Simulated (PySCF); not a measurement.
## Electronic structure of Br+ (bromine, charge +1) at the UHF level

Configuration: [Ar] 3d10 4s2 4p4, high-spin 3P determinant. All numbers are calculated (PySCF 2.14, a scalar-relativistic core potential, in cc-pVDZ-PP with ECP10MDF (4s3p2d, 23 functions)).

- Total energy: -415.078635 hartree
- One-electron energy: -719.7309 hartree
- Hartree (Coulomb) energy: 334.2285 hartree
- Exchange energy: -29.5762 hartree
- ⟨S²⟩: 2.0059
- ⟨L²⟩: 2.018
- Sum of ⟨r⟩: 21.55 bohr
- Sum of ⟨r²⟩: 31.49 bohr²
- Traceless quadrupole moment −½Σ⟨3z² − r²⟩ along its main axis: -1.97 e·bohr²
- Time after the integrals: 0.05 s of wall time on 1 thread of Neoverse-V2 (shared host)

```json
{"shell": "3s α", "electrons": "1", "mean orbital energy (eV)": "-279.75", "spread (eV)": "0", "rms radius, mean of both spins (bohr)": "0.590"}
{"shell": "3s β", "electrons": "1", "mean orbital energy (eV)": "-279.16", "spread (eV)": "0", "rms radius, mean of both spins (bohr)": "0.590"}
{"shell": "3p α", "electrons": "3", "mean orbital energy (eV)": "-218.45", "spread (eV)": "0.772", "rms radius, mean of both spins (bohr)": "0.609"}
{"shell": "3p β", "electrons": "3", "mean orbital energy (eV)": "-217.78", "spread (eV)": "0.020", "rms radius, mean of both spins (bohr)": "0.609"}
{"shell": "3d α", "electrons": "5", "mean orbital energy (eV)": "-97.268", "spread (eV)": "0.725", "rms radius, mean of both spins (bohr)": "0.643"}
{"shell": "3d β", "electrons": "5", "mean orbital energy (eV)": "-96.836", "spread (eV)": "0.365", "rms radius, mean of both spins (bohr)": "0.643"}
{"shell": "4s α", "electrons": "1", "mean orbital energy (eV)": "-40.633", "spread (eV)": "0", "rms radius, mean of both spins (bohr)": "1.78"}
{"shell": "4s β", "electrons": "1", "mean orbital energy (eV)": "-34.519", "spread (eV)": "0", "rms radius, mean of both spins (bohr)": "1.78"}
{"shell": "4p α", "electrons": "3", "mean orbital energy (eV)": "-23.540", "spread (eV)": "1.923", "rms radius, mean of both spins (bohr)": "2.13"}
{"shell": "4p β", "electrons": "1", "mean orbital energy (eV)": "-20.962", "spread (eV)": "0", "rms radius, mean of both spins (bohr)": "2.13"}
```

Energies and moments cover only the electrons outside the core potential.
